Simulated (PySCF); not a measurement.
This PySCF input asks for the NMR shieldings of `[SiH3]N[SiH]1OCCO1`, C2H9NO2Si2; the geometry comes from GFN2-xTB.

```python
import basis_set_exchange as bse
import numpy as np
from pyscf import gto, dft
from pyscf.prop import nmr

atoms = """
Si    2.484416    0.234304    0.722478
N     1.621130   -0.749348   -0.416120
Si   -0.076572   -0.832275   -0.640132
O    -0.871690   -1.054737    0.776583
C    -1.931633   -0.157440    0.908966
C    -1.681920    1.022276   -0.055805
O    -0.765974    0.604421   -1.022452
H     2.280711   -0.232687    2.099131
H     2.027802    1.620449    0.599183
H     3.889198    0.093184    0.332600
H     2.147693   -1.431670   -0.928368
H    -0.414363   -1.824768   -1.644847
H    -2.864352   -0.669171    0.647262
H    -1.986198    0.174961    1.948371
H    -2.606194    1.332234   -0.551063
H    -1.259653    1.879212    0.480285
"""
names = dict.fromkeys(["Si", "N", "O", "C", "H"], "pcSseg-1")
basis = {el: gto.basis.parse(bse.get_basis(n, elements=[el], fmt="nwchem")) for el, n in names.items()}
mol = gto.M(atom=atoms, basis=basis, charge=0, verbose=0)
mf = dft.RKS(mol, xc="PBE0")
mf.grids.level = 2
mf.grids.alignment = dft.numint.BLKSIZE   # the property module wants whole blocks of grid points
mf.conv_tol = 1e-9
mf.kernel()

calc = nmr.RKS(mf)   # GIAO
C = mf.mo_coeff
Co = C[:, mf.mo_occ > 0]
resp = mf.gen_response(singlet=True, hermi=2)
def vind(x):   # induced exchange potential for any number of trial vectors
    d = np.einsum("pi,xij,qj->xpq", C, 2 * x.reshape(-1, C.shape[1], Co.shape[1]), Co, optimize=True)
    return np.einsum("xpq,pi,qj->xij", resp(d - d.transpose(0, 2, 1)), C, Co, optimize=True).ravel()
mo1, _ = nmr.rhf.solve_mo1(calc, with_cphf=vind)
sigma = calc.kernel(mo1)
for i, s in enumerate(sigma):   # ppm
    w = np.linalg.eigvalsh((s + s.T) / 2)
    print("%2d %-2s iso %8.1f  s11 %8.1f  s22 %8.1f  s33 %8.1f" % (i, mol.atom_pure_symbol(i), w.mean(), *w))
```

Task: Give the expected output.

Result: 
```
 0 Si iso    410.4  s11    366.7  s22    399.7  s33    464.7
 1 N  iso    242.3  s11    216.9  s22    225.3  s33    284.8
 2 Si iso    371.5  s11    333.0  s22    385.4  s33    396.1
 3 O  iso    289.9  s11    239.5  s22    282.1  s33    348.0
 4 C  iso    120.9  s11     87.6  s22    111.4  s33    163.8
 5 C  iso    121.1  s11     92.4  s22    108.2  s33    162.8
 6 O  iso    293.7  s11    240.5  s22    281.8  s33    358.9
 7 H  iso     26.9  s11     23.0  s22     25.3  s33     32.3
 8 H  iso     26.9  s11     23.1  s22     26.1  s33     31.5
 9 H  iso     27.1  s11     23.5  s22     25.2  s33     32.7
10 H  iso     31.2  s11     23.4  s22     27.6  s33     42.6
11 H  iso     27.2  s11     22.9  s22     24.5  s33     34.1
12 H  iso     27.5  s11     22.5  s22     25.6  s33     34.5
13 H  iso     27.4  s11     23.7  s22     25.4  s33     33.1
14 H  iso     27.5  s11     23.5  s22     25.4  s33     33.7
15 H  iso     27.4  s11     23.0  s22     25.5  s33     33.7
```

These numbers come from an equivalent density-fitted implementation of the same equations, which agrees with the script to about 0.01 ppm for H and up to a few tenths of a ppm for heavy atoms, so last digits may differ.

Task: Turn these shieldings into chemical shifts. Referencing at the same level of theory: ²⁹Si (σ = 349.16 ppm) and ¹³C (σ = 186.93 ppm) and ¹H (σ = 31.72 ppm) vs TMS; ¹⁵N (σ = 267.73 ppm) vs NH3; ¹⁷O (σ = 336.08 ppm) against H2O.

Result: Averaging equivalent atoms: Si 2: -22.3; Si 0: -61.2; N 1: 25.4; O 3/6: 44.3; C 4/5: 65.9; H 7/8/9: 4.75; H 11: 4.56; H 13/15: 4.34; H 12/14: 4.19; H 10: 0.53 ppm. Experimental scales use liquid or dissolved standards, which lie at an offset from isolated NH3 (liquid NH3: subtract about 20 ppm) and H2O (liquid H2O: subtract about 36 ppm).

Size and cost of the density-fitted run: 178 basis functions, 34 s wall time on 1 thread of an Arm Neoverse V1, shared host; peak memory 0.81 GiB.
